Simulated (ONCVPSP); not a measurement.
tellurium (Te), ONCV: configuration errors across variants

ONCVPSP 4.0.1 input, shortened (lines: element, Z, core and valence counts, functional; n l f; lmax; l rc ep ncon nbas qcut; lloc lpopt rc5 dvloc0; l nproj debl; icmod fcfact rcfact), LDA (Perdew-Zunger), fully relativistic:

```
  Te 52.00    7    4        3      upf
    1    0    2.00
    2    0    2.00
    2    1    6.00
    3    0    2.00
    3    1    6.00
    3    2   10.00
    4    0    2.00
    4    1    6.00
    4    2   10.00
    5    0    2.00
    5    1    2.50
    2
    0    1.80    0.00    4    8    3.30
    1    1.50    0.00    4    8   11.00
    2    1.25    0.00    4    8   14.70
    4    5    0.90    3.00
    0    2    3.80
    1    2    3.10
    2    2    0.70
    3    5.25    1.05
```

Open shells are filled in proportion to 2j + 1.

In the d channel the program set the typed energies aside and used -2.026, 0.250 Ha (j = l + 1/2; the other j can differ).

All-electron excitation energies from the reference (eV): (1) 4p6 4d10 5s2 5p4 -17.949; (2) 4p6 4d10 5s2 5p3 -8.012; (3) 4p6 4d10 5s2 5p2 10.187; (4) 4p6 4d10 5s2 5p0 74.392.

2 further variants failed, have other tests or too few solved ones, and are left out.

A true bound ghost makes a file unfit for plane-wave use even where its test errors are small: the radial tests pick states by their node count and pass the ghost by.

The file “d: nproj 0; local potential the d channel” misses its own reference levels by 0.9 eV.

Errors AE − PS in meV (a dash: test not solved or not reliable):

| change | (1) | (2) | (3) | (4) | bound ghosts | GHOST(+) flags above zero |
| --- | --- | --- | --- | --- | --- | --- |
| base | -1.2 | -0.3 | 0.0 | -6.3 | s | s |
| d: nproj 0; local potential the d channel | -1.1 | -0.2 | 0.0 | -6.3 | s | none |
| core correction Teter function, fcfact 2.8, rcfact 1.05 | -1.1 | -0.3 | 0.0 | -6.0 | s | s |
| all radii but the core radius scaled by about 1.07 (s 1.94, p 1.60, d 1.34 bohr); local potential polynomial inside 0.96 bohr (lpopt 5, dvloc0 3 Ha) | -0.9 | -0.2 | 0.0 | -5.0 | s | s |
| local potential polynomial inside 0.90 bohr (lpopt 5, dvloc0 7.5 Ha) | -1.2 | -0.3 | 0.0 | -6.6 | s | none |
| core correction Teter function, fcfact 5.25, rcfact 1.42 | -1.2 | -0.3 | 0.0 | -6.8 | s | s |

Give the same row for: d: qcut 13.7.

-1.2, -0.3, 0.0, -6.4; bound ghosts: s; GHOST(+) flags above zero: s.
